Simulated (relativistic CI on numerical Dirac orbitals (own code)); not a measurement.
## Ba²⁰⁺: sensitivity of the levels to the model

Base calculation: Dirac-Coulomb-Breit CI, separate exchange-only KLI orbitals for each configuration, model QED (radiative potential, 1s self-energy scaled to tabulated hydrogen-like ionisation energies), unscaled Slater integrals.

CI space (outside the closed core [Ar] 3d10): 4s2 4p6, 4s2 4p5 4d, 4s 4p6 4d, 4s2 4p5 4f, 4s 4p6 4f, 4s2 4p5 5s, 4s2 4p5 5p, 4p6 4d2, 4p5 4d3, 4p5 4d2 4f, 4p5 4d2 5s, 4p5 4d2 5p, 4p6 4f2, 4p5 4d 4f2, 4p5 4f3, 4p5 4f2 5s, 4p5 4f2 5p. Double excitations out of closed p, d and f shells are left out; levels of such configurations are missing from the list, as are those of other unlisted configurations, and high levels can miss mixing partners.

The lowest level and the first level of each name with at least 55 % of one term (blank where a level has no safe partner in the second run):

| Level | Base (cm⁻¹) | Shift (cm⁻¹) |
| --- | --- | --- |
| 4s2 4p6 1S_0 | 0 | 0 |
| 4s2 4p5 4d 3P°_0 | 695590 | +334 |
| 4s2 4p5 4d 3P°_1 | 710708 | +316 |
| 4s2 4p5 4d 3F°_3 | 732997 | +331 |
| 4s2 4p5 4d 3F°_4 | 744665 | +253 |
| 4s2 4p5 4d 3D°_3 | 788551 | +250 |
| 4s2 4p5 4d 3D°_1 | 836906 | +205 |
| 4s2 4p5 4d 3F°_2 | 880518 | +94 |
| 4s2 4p5 4d 1P°_1 | 1045128 | +146 |
| 4s 4p6 4d 3D_1 | 1378427 | +2691 |
| 4s 4p6 4d 3D_2 | 1389666 | +2696 |
| 4s 4p6 4d 3D_3 | 1412151 | +2655 |
| 4s 4p6 4d 1D_2 | 1483177 | +2876 |
| 4s2 4p5 4f 3G_5 | 1647912 | +227 |
| 4s2 4p5 4f 3G_4 | 1655564 | +249 |
| 4s2 4p5 4f 3D_1 | 1655883 | +509 |
| 4s2 4p5 4f 3D_2 | 1664347 | +460 |
| 4s2 4p5 4f 3F_4 | 1683795 | +227 |
| 4s2 4p5 4f 3G_3 | 1810159 | +7 |
| 4s2 4p5 5s 3P°_2 | 2085047 | -989 |
| 4s2 4p5 5s 1P°_1 | 2094177 | -989 |
| 4s2 4p5 5s 3P°_0 | 2241486 | -1241 |

At this charge energies of transitions that change n are usually good to better than 1 %, and those within a shell (Δn = 0) to a few per cent.

**Question.** One thing was changed in a second run, which moved the levels as shown. Which?
A. QED terms removed
B. Breit term removed
C. configuration mixing switched off

**Answer.** A. QED terms removed. QED shifts follow the density of s (and p1/2) electrons at the nucleus, so configurations move by their count of such electrons; where none moves, the smaller shifts of p3/2 electrons and of j = l + 1/2 against j = l − 1/2 set the pattern.

LS names give the leading component of a level, which can be under half, so a name can repeat, a term be missing and a line seem to break the LS rules.
